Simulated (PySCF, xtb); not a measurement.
C4H12NSi, SMILES CN(C)[Si](C)C (connectivity only; charge and spin as stated), charge +1, multiplicity 1.

Geometry optimised at B3LYP-D3(BJ)/def2-SVP. The spin state was assumed, not searched. The isomer is the one that the SMILES or the coordinates give; other isomers of the formula were not compared. Other conformers were not sampled.

Method: IEF-PCM-B3LYP/def2-SVP (PySCF).

The values are the electrostatic part of the solvation free energy, E(continuum) − E(gas) at the gas-phase geometry, in a cavity of scaled van der Waals radii (PySCF's table); cavitation and dispersion terms are not included. In vacuum the orbital gap is 5.69 eV.

```csv
solvent,ε,ΔG(elec) (kcal/mol),gap (eV)
water,78.36,-51.3,5.81
n-hexane,1.88,-24.2,5.73
dichloromethane,8.93,…,…
```

**Question.** Fill in the missing entries. (An estimate is asked for; the answer gives what the named calculation found.)

**Answer.** 
- dichloromethane, ΔG(elec) (kcal/mol): -46.1
- dichloromethane, gap (eV): 5.79

For comparison, GFN2-xTB/ALPB(water) (xtb, at the GFN2-xTB geometry, all terms of that model) gives -47.6 kcal/mol.
